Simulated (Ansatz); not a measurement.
Reaction (SMILES): C[Si](C)(C)O [hydroxy(trimethyl)silane] + H+ -> C[Si](C)(C)[OH2+]
Structures are relaxed separately at B3LYP-D3(BJ)/def2-TZVP in Ansatz (a program for electronic structure), one conformer each, not searched for the lowest. Frequencies are from Ansatz.

Quantity: proton affinity (enthalpy at 298 K, with B3LYP-D3(BJ) rigid-rotor harmonic-oscillator terms), positive where the reaction releases energy, in kJ/mol. Cores are frozen in the correlated levels unless marked. No spin-orbit coupling. Non-relativistic. Basis-set limits of correlation are two-point, X^-3; Hartree-Fock from the larger set. [CCSD(T)-MP2]/basis is that difference in the basis named.

```csv
level,program,proton affinity (kJ/mol)
HF/cc-pV(D+d)Z,Ansatz,840.7
HF/cc-pwCVTZ,Ansatz,825.3
BLYP-D3(BJ)/def2-TZVPD,Ansatz + dftd3,815.5
revPBE/def2-TZVPD,Ansatz,823.4
```

**Question.** Estimate the value at RI-MP2/CBS(cc-pV(T+d)Z,cc-pV(Q+d)Z)+[CCSD(T)-MP2]/cc-pV(T+d)Z as computed with Ansatz.

**Answer.** 809.6 kJ/mol, so revPBE/def2-TZVPD differs from it by 13.8 kJ/mol.
